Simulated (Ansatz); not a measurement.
Gas-phase reaction R1 + R2 → P1 + P2, each structure at its B3LYP-D3(BJ)/def2-TZVP stationary point, reached from a drawn start (curvature not checked).
P1, C2H7GaO (SMILES [CH3][Ga]([CH3])[OH]) (charge 0, multiplicity 1, Z-matrix in Å and degrees):
```
Ga
O 1 1.8126
H 2 0.9616 1 114.73
C 1 1.9690 2 112.43 3 179.73
H 4 1.0891 1 110.10 2 5.69
H 4 1.0914 5 109.14 1 -121.94
H 4 1.0919 5 108.80 6 -117.00
C 1 1.9798 2 116.86 3 -0.14
H 8 1.0898 1 111.85 2 -178.55
H 8 1.0918 9 108.56 1 -121.71
H 8 1.0918 9 108.51 10 -116.69
```
P2: CH4 (SMILES C), charge 0, multiplicity 1.
R1: C3H9Ga (SMILES [CH3][Ga]([CH3])[CH3]), charge 0, multiplicity 1.
R2, H2O (SMILES O) (charge 0, multiplicity 1):
| atom | x (Å) | y (Å) | z (Å) |
|---|---|---|---|
| O | 0.0000 | 0.0000 | 0.3896 |
| H | 0.0000 | 0.7650 | -0.1949 |
| H | 0.0000 | -0.7650 | -0.1949 |

P less R. No zero-point or thermal terms; no spin–orbit coupling. One arrangement of each flexible species, with no search for the lowest.

Cores are frozen in the correlated methods. In cc and def2 sets filled d and f shells under p-block atoms count as core.

The values were computed with Ansatz (Gaussian basis) for Hartree–Fock, density functionals and correlated methods. All values are computed, each at the level named.

Total energies in hartree:

```csv
structure,PBE/def2-TZVPP,B3LYP/def2-TZVPP,CCSD(T)/cc-pVQZ
P1,-2080.121336,-2080.671570,-2078.863842
P2,-40.464282,-40.539118,-40.450884
R1,-2044.169552,-2044.705514,-2042.915587
R2,-76.380147,-76.466662,-76.359711
```

### Question
Work out the reaction energy at each level in kcal/mol (1 hartree = 627.50947 kcal/mol), and say how far PBE/def2-TZVPP lies from CCSD(T)/cc-pVQZ.

### Answer
- PBE/def2-TZVPP: (-2080.121336) + (-40.464282) − (-2044.169552) − (-76.380147) = -0.035919 hartree = -22.54 kcal/mol
- B3LYP/def2-TZVPP: (-2080.671570) + (-40.539118) − (-2044.705514) − (-76.466662) = -0.038512 hartree = -24.17 kcal/mol
- CCSD(T)/cc-pVQZ: (-2078.863842) + (-40.450884) − (-2042.915587) − (-76.359711) = -0.039428 hartree = -24.74 kcal/mol
PBE/def2-TZVPP less CCSD(T)/cc-pVQZ: 2.20 kcal/mol. CCSD(T)/cc-pVQZ is the level counted from, the highest shown, and no exact or measured value.

Ansatz is an electronic-structure program.
